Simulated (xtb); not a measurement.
BFGeH₄O, SMILES O[B](F)[GeH3]. All values are semi-empirical tight-binding results from xtb (GFN2-xTB unless named), good for trends rather than for accurate numbers. Geometry: GFN2-xTB. Other conformers were not sampled.

For metal compounds this method's bond lengths and energies can be far off.

Computed properties:
```
Item                                          Result
-------------------------------------  -------------
orbital gap                                  5.03 eV
zero-point energy                      26.9 kcal/mol
G − E(el) at 298.15 K (modified RRHO)   7.7 kcal/mol
```
